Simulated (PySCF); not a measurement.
Identify the unknown among the candidates.

All candidates are C6H11S (charge -1).

| technique | computed result |
| --- | --- |
| 13C NMR | chemical shifts (computed TMS as zero) by class: 43.6 (1 C), 34.4 (1 C), 23.8 (2 C), 23.0 (2 C) ppm [GIAO PBE0/pcSseg-1] |
| 1H NMR | chemical shifts (computed TMS as zero) by class: 1.18 (6 H), 0.38 (1 H), 0.06 (2 H), 0.04 (2 H) ppm [GIAO PBE0/pcSseg-1] |
| NMR, other nuclei | isotropic shieldings of nuclei other than C and H, by class: 663 (1 S) ppm [GIAO PBE0/pcSseg-1] |
| Rotational structure | rotational constants A, B, C: 2.545, 1.950, 1.626 GHz [GFN2-xTB] |

Electronic properties: PySCF, gas phase, density fitting. Levels stand in brackets. Isolated species at its GFN2-xTB geometry (one conformer only). The HOMO energy is positive, so at this level the finite basis confines the outermost electrons. No diffuse functions stand in pcSseg-1, which bears on an anion's orbital energies. Each NMR value is the plain mean over a class of atoms that symmetry, rotation or inversion makes alike.

Problem. Which candidate is it?
A. `CC[C@@H]([S-])C1CC1`
B. `[S-]CC1CCCC1`
C. `CC(C)C1([S-])CC1`

Solution. C. It is `CC(C)C1([S-])CC1`. Numbering: `[CH3:1][CH:2]([CH3:3])[C:4]1([S-:5])[CH2:6][CH2:7]1`. 6 carbons fall into 4 classes; from least to most shielded: sp3 CH carbon [C2] (43.6 ppm), ring sp3 carbon bound to sulfur [C4] (34.4 ppm), three-membered-ring carbon [C6/C7] (23.8 ppm, 2 C), methyl carbon [C1/C3] (23.0 ppm, 2 C). Hydrogen classes from least to most shielded: 6 H on 2 methyl carbons, C1/C3 (1.18 ppm, a mean of values up to 3.5 ppm apart in this geometry), 1 H on an sp3 CH carbon, C2 (0.38 ppm), 2 H on 2 three-membered-ring carbons, C6/C7 (0.06 ppm), 2 H on 2 three-membered-ring carbons, C6/C7 (0.04 ppm). The other shieldings belong to: 663 ppm, thiolate sulfur [S5]. The optimised geometry has point group Cs and is an asymmetric top.

The others, at the same levels:
- `[S-]CC1CCCC1` fails: its computed 13C shifts are 47.9 (1 C), 39.5 (1 C), 31.7 (2 C), 29.4 (2 C) ppm, 1H shifts are 4.12 (2 H), 3.14 (2 H), 1.98 (1 H), 1.39 (2 H), 1.22 (2 H), 0.62 (2 H) ppm and rotational constant A is 4.018 GHz (against 2.545 GHz).
- `CC[C@@H]([S-])C1CC1` fails: it has 6 carbon classes against 4; its computed 13C shifts are 57.3 (1 C), 47.7 (1 C), 27.7 (1 C), 15.8 (1 C), 9.8 (1 C), 6.6 (1 C) ppm, 1H shifts are 2.20 (1 H), 2.12 (1 H), 1.40 (1 H), 0.85 (3 H), 0.34 (1 H), 0.21 (1 H), 0.05 (1 H), -0.04 (1 H), -0.05 (1 H) ppm and rotational constant A is 2.240 GHz (against 2.545 GHz).

Each candidate is one conformer, not necessarily the lowest. Dipoles, sizes and rotational constants follow the conformer. The torsions of the flexible species, by atom-mapped SMILES:
- `[CH3:1][CH:2]([CH3:3])[C:4]1([S-:5])[CH2:6][CH2:7]1`: C1–C2–C4–S5 -61°
- `[CH3:1][CH2:2][C@@H:3]([S-:4])[CH:5]1[CH2:6][CH2:7]1`: C1–C2–C3–S4 173°, C2–C3–C5–C6 161°

The conformers of `[S-]CC1CCCC1` aren't listed.
